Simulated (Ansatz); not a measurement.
ClFSi, SMILES `F[Si]Cl` (lower singlet) (charge 0, multiplicity 1). This singlet lies 2.72 eV below the relaxed triplet at the level composite: frozen-core CCSD(T) with HF/cc-pV5Z and the correlation energy extrapolated as X^-3 from cc-pVQZ and cc-pV5Z, plus CCSDT(Q) minus CCSD(T) in cc-pVDZ // PBE0-D3(BJ)/def2-TZVP (Ansatz, a program for electronic structure).

These are B3LYP/cc-pVTZ // PBE0-D3(BJ)/def2-TZVP run with Ansatz values and carry that method's errors.

Ansatz 0.2 input:
```yaml
crystal:
  periodic: [false, false, false]
  atoms:
    - { symbol: F, position_ang: [-1.307273, -0.432349, 0.000005] }
    - { symbol: Si, position_ang: [-0.233754, 0.758109, -0.000001] }
    - { symbol: Cl, position_ang: [1.541028, -0.325762, -0.000005] }
basis:
  gaussian: { orbitals: cc-pVTZ }
hamiltonian:
  xc: b3lyp
```

Output:

```
Functional definition: B3LYP
718 factors; their error is unknown
mean field evaluation 1: about -23119.9916 eV, gradient 3.7e1 eV
mean field evaluation 2: about -23114.4837 eV, gradient 7.2e1 eV
mean field evaluation 4: about -23121.9832 eV, gradient 2.3e0 eV
mean field evaluation 8: about -23121.9969 eV, gradient 1.6e-2 eV
mean field evaluation 16: about -23122.0754 eV, gradient 2.6e-5 eV
mean field -23122.07539496 eV, -849.7205980592 hartree, gradient 2.6e-5 eV, S^2 0.000000; 0 other end points of the search recorded, 0 dependent functions left out
reference -23122.07558926 eV, -849.7206051994 hartree; 20, 20 occupied and 78, 78 virtual orbitals, 718 factors
Total energy: -23122.07558926 eV, -849.7206051994 hartree
```
